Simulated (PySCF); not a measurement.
PAu: frontier orbitals

r²SCAN0 at R = 2.219 Å; P def2-TZVPP, Au def2-TZVPP with ECP60; scalar-relativistic core potentials (PySCF 2.14). State: ³Σ⁻ (triplet), unpaired electrons π ↑↑. Only the outer orbitals are listed, counted within each symmetry, core potentials removing the inner ones.

```csv
spin,orbital,occ.,ε (eV),on P (%),main shells (%)
α,7σ,1,-10.65,31,"68 Au d, 20 P p, 9 P s"
α,3π,1,-10.63,16,"84 Au d, 14 P p"
α,3π,1,-10.63,16,"84 Au d, 14 P p"
α,1δ,1,-9.49,0,100 Au d
α,1δ,1,-9.49,0,100 Au d
α,8σ,1,-7.73,33,"51 Au s, 32 P p, 15 Au d"
α,4π,1,-7.01,84,"84 P p, 14 Au d"
α,4π,1,-7.01,84,"84 P p, 14 Au d"
α,9σ,0,-2.59,35,"46 Au s, 36 P p, 14 Au p"
α,5π,0,0.41,3,97 Au p
α,5π,0,0.41,3,97 Au p
β,6σ,1,-15.29,78,"75 P s, 15 Au d"
β,7σ,1,-10.10,35,"64 Au d, 19 P s, 15 P p"
β,3π,1,-10.09,6,94 Au d
β,3π,1,-10.09,6,94 Au d
β,1δ,1,-9.42,0,100 Au d
β,1δ,1,-9.42,0,100 Au d
β,8σ,1,-7.53,36,"53 Au s, 33 P p, 11 Au d"
β,4π,0,-2.57,81,"81 P p, 15 Au p"
β,4π,0,-2.57,81,"81 P p, 15 Au p"
β,9σ,0,-2.23,36,"41 Au s, 36 P p, 18 Au p"
```

**Question.** Which are the highest filled and the lowest empty level, where do they sit, and how wide is the gap?

**Answer.** Highest filled α 4π at -7.01 eV (in %: 84 P p, 14 Au d); lowest empty α 9σ at -2.59 eV (in %: 46 Au s, 36 P p, 14 Au p); the gap at r²SCAN0 is 4.42 eV.

The bond order (Mayer) is 1.43, the ⟨S²⟩ is 2.013 and the charge on P (Mulliken, basis-dependent) is -0.14. The charge on P (Löwdin, basis-dependent) is 0.08. The dipole moment (positive dipole means P(−)Au(+)) is 1.67 D.

Spin–orbit coupling is left out. With d or f electrons several states lie close, and the lowest PBE0 determinant need not be the measured ground state.
